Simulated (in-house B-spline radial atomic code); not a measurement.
**The zinc ion Zn⁸⁺: [Ne] 3s2 3p5 3d4 6g1 (an excited or competing configuration)**

Computed with an all-electron radial atomic-structure program (B-spline basis): Dirac-Hartree-Fock, average of configuration, Fermi nucleus of rms radius 3.9283 fm.

Effective charges: Z_r = [3n² - l(l+1)]/(2<r>) from the radius, Z_e = n√(-2ε) from the energy, and Slater's rules. Values are occupation-weighted means over j.

```
shell  electrons   ε (eV)  <r> (bohr)    Z_r    Z_e  Slater
   1s          2  -9969.8     0.05028  29.83  27.07   29.70
   2s          2  -1469.1      0.2244  26.73  20.78   25.85
   2p          6  -1300.3      0.1977  25.29  19.55   25.85
   3s          2  -361.36      0.6328  21.33  15.46   19.10
   3p          5  -308.12      0.6409  19.50  14.28   19.10
   3d          4  -228.38      0.6277  16.73  12.29   11.95
   6g          1  -30.669       4.872   9.03   9.01       -
```

The least bound orbital is 6g9/2 at -30.67 eV, and it is also the most diffuse (<r> = 4.872 bohr).

Spin-orbit splittings of the orbital energies (j = l + 1/2 above j = l - 1/2 when positive): 2p 24.2 eV, 3p 3.908 eV, 3d 0.5851 eV, 6g 0.0009176 eV.

For the 1s electron the small component carries 1.17 % of the norm, the zero-frequency Breit interaction raises the level by 13.2 eV, self-energy by 6.727 eV, and vacuum polarisation lowers it by 0.6236 eV.
